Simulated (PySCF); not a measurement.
C₄H₁₂Si, charge +1, doublet, geometry from GFN2-xTB (a state made from the parent by changing its charge; the spin is typed, not shown lowest); WB97X/6-31G (PySCF).

PySCF was given this input:
```python
from pyscf import gto, scf, dft

mol = gto.M(
    atom='''
C    -0.67711892   -1.08180973   -1.45041309
Si    0.00000000    0.00000000    0.00000000
C     0.21985601    1.71350242   -0.86491228
C    -1.24107524   -0.43088326    1.41653533
C     1.69833815   -0.20080944    0.89879004
H    -1.66124579   -0.75784599   -1.77610039
H    -0.74380925   -2.11493410   -1.12275818
H     0.00524492   -1.01545661   -2.29251058
H     0.49809965    2.45437331   -0.12137873
H    -0.71985364    2.00266353   -1.32587101
H     0.98814373    1.68771292   -1.63211453
H    -2.25393721   -0.24909667    1.06981413
H    -1.16238239   -1.46887464    1.72623150
H    -1.03598392    0.20261311    2.27430641
H     1.75059264   -1.18982003    1.34407518
H     2.49964681   -0.09034253    0.17432278
H     1.83548446    0.53900772    1.68198342
''',
    basis='6-31g',
    charge=1,
    spin=1,
    verbose=5,
)

mf = dft.UKS(mol)
mf.xc = 'wb97x'
mf.kernel()
```

### Question
What does PySCF print? Leave out banner, timings and long lists.

### Answer

```
PySCF version 2.14.0

[INPUT] verbose = 5
[INPUT] max_memory = 4000
[INPUT] num. atoms = 17
[INPUT] num. electrons = 49
[INPUT] charge = 1
[INPUT] spin (= nelec alpha-beta = 2S) = 1
[INPUT] symmetry False subgroup None
[INPUT] Mole.unit = angstrom
[INPUT] Symbol           X                Y                Z      unit          X                Y                Z       unit  Magmom
[...]
[INPUT] ---------------- BASIS SET ----------------
[INPUT] l, kappa, [nprim/nctr], expnt,             c_1 c_2 ...
[INPUT] Si
[...]
                                2425.58           0.0149288
                                553.867           0.0728478
                                156.34            0.24613
                                50.0683           0.485914
                                17.0178           0.325002
[...]
                                69.8731           -0.0357146
                                22.3363           -0.114985
                                8.15039           0.0935634
                                3.13458           0.603017
                                1.22543           0.418959
[...]
                                0.572922          0.00431572
                                0.222192          1.09818
[...]
                                69.8731           0.0326679
                                22.3363           0.134721
                                8.15039           0.328678
                                3.13458           0.44964
                                1.22543           0.261372
[...]
                                0.572922          0.253539
                                0.222192          0.800669
[...]
[INPUT] H
[...]
                                2.8253937         0.23472695
                                0.6401217         0.81375733
[...]
[INPUT] C
[...]
                                457.36951         0.0140373
                                103.94869         0.0688426
                                29.210155         0.2321844
                                9.286663          0.4679413
                                3.163927          0.362312
[...]
                                1.8812885         -0.1608542
                                0.5442493         1.1434564
[...]
                                1.8812885         0.316424
                                0.5442493         0.7443083
[...]
nuclear repulsion = 242.123777743403
number of shells = 51
number of NR pGTOs = 182
[...]
 -6.88430832e-01 -6.84753757e-01 -6.18402930e-01 -6.18399323e-01
 -5.83331472e-01 -7.21087787e-02 -2.47617999e-02  1.81906464e-02
  1.81950648e-02  3.24123473e-02  5.45574060e-02  5.45591307e-02
  6.49364559e-02  8.21970665e-02  1.00136552e-01  1.15077176e-01
  1.15607919e-01  1.15608779e-01  1.30521710e-01  1.34721314e-01
  1.34722237e-01  2.51881329e-01  2.63621944e-01  2.91800250e-01
  2.91804063e-01  3.64819606e-01  4.40376321e-01  5.78944069e-01
  5.78946279e-01  5.92914832e-01  5.92919521e-01  6.04572187e-01
  6.27648945e-01  6.72858808e-01  6.72863570e-01  7.39701810e-01
  7.59276624e-01  8.67599156e-01  8.71249333e-01  9.01599384e-01
  9.01612954e-01  9.02559133e-01  9.12553247e-01  9.23308698e-01
  9.23309325e-01  9.31286428e-01  9.47466635e-01  9.47471800e-01
  9.72809730e-01  1.12064981e+00  1.12065526e+00  1.19820893e+00
  1.20873249e+00]
  beta  mo_energy =
[-6.63603806e+01 -1.04517255e+01 -1.04517171e+01 -1.04517095e+01
 -1.04516906e+01 -5.62044440e+00 -3.97771069e+00 -3.97415017e+00
 -3.97414877e+00 -1.05633976e+00 -1.00665016e+00 -1.00664688e+00
 -9.89337330e-01 -7.69652139e-01 -7.19565725e-01 -7.16901736e-01
 -7.16897674e-01 -7.10629290e-01 -6.89472291e-01 -6.83726004e-01
 -6.83721701e-01 -6.79651704e-01 -5.85837066e-01 -5.85831735e-01
 -3.44732432e-01 -6.12759401e-02 -1.91751570e-02  2.40020046e-02
  2.40044308e-02  4.65770421e-02  5.89761019e-02  5.89778446e-02
  6.90893766e-02  8.41183625e-02  1.07239658e-01  1.18503219e-01
  1.22815576e-01  1.22818441e-01  1.35720867e-01  1.40661321e-01
  1.40662711e-01  2.60458443e-01  2.64236947e-01  2.93528479e-01
  2.93533776e-01  3.66845779e-01  4.50319242e-01  5.88169803e-01
  5.88172767e-01  5.96329552e-01  5.96336289e-01  6.12321863e-01
  6.31082948e-01  6.75798232e-01  6.75803152e-01  7.44083778e-01
  7.61632129e-01  8.71472935e-01  8.71855319e-01  9.04970620e-01
  9.04984836e-01  9.06153546e-01  9.16449806e-01  9.26698997e-01
  9.26701955e-01  9.34320257e-01  9.50591905e-01  9.50599125e-01
  9.76986437e-01  1.12635960e+00  1.12636479e+00  1.20472449e+00
  1.21302318e+00]
multiplicity <S^2> = 0.75693174  2S+1 = 2.0069198
nelec by numeric integration = [25.0000186  24.00001821]
E1 = -1084.0758287286276  E2 = 393.2643921417005  Ecoul = 439.9939433624557  Exc = -46.72955122075519
Extra cycle  E= -448.687658843524  delta_E= -1.3e-11  |g|= 1.64e-06  |ddm|= 7.31e-06
converged SCF energy = -448.687658843524  <S^2> = 0.75693174  2S+1 = 2.0069198
```
